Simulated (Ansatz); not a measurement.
An input meant for Li6H5 (charge 0, doublet; atoms displaced at random, 0.08 Å in each coordinate).

```yaml
crystal:
  periodic: [true, true, true]
  atoms:
    - {symbol: Li, position_ang: [-1.676218, -0.774840, 1.202599]}
    - {symbol: Li, position_ang: [-1.498943, 1.420630, -0.525021]}
    - {symbol: Li, position_ang: [1.907999, -1.369803, 0.563394]}
    - {symbol: Li, position_ang: [0.279022, 0.962560, 1.291254]}
    - {symbol: Li, position_ang: [2.097920, 0.732792, -1.080193]}
    - {symbol: Li, position_ang: [-0.261956, -0.703528, -0.885719]}
    - {symbol: H, position_ang: [1.530328, -1.022648, -1.143165]}
    - {symbol: H, position_ang: [-1.294668, 1.183605, 1.290283]}
    - {symbol: H, position_ang: [0.193459, -0.918011, 0.984649]}
    - {symbol: H, position_ang: [0.327152, 1.231498, -0.762314]}
    - {symbol: H, position_ang: [-1.871325, -0.638681, -0.855900]}
basis:
  gaussian: {orbitals: cc-pVDZ, fitting: {mean_field: cc-pVTZ-jkfit}, nuclear_model: gaussian}
magnetization: {spin_polarized: true, initial_magnetization: 1}
hamiltonian: {xc: {name: SPW92}}
scf: {omitted_lower_state_checks: [starts]}
output: {forces: true}
```

```sh
$ ansatz run in.yaml --threads 4 --pin off --events-out ev --progress --plain --max-ram 3916MiB
```

Output, abridged:

```
Error: YAML parse error: error: line 2 column 3: crystal: missing field `lattice` (a structure is typed as `lattice` and `atoms`, a molecule's as `atoms` in Å alone, or read from a run's directory, `checkpoint`)
 --> <input>:2:3
1 | crystal:
2 |   periodic: [true, true, true]
3 |   atoms:
4 |     - {symbol: Li, position_ang: [-1.676218, -0.774840, 1.202599]}
```

(1) Something in this input is off. What?

Results:

(1) The species is marked periodic without a cell. The program refused the input.
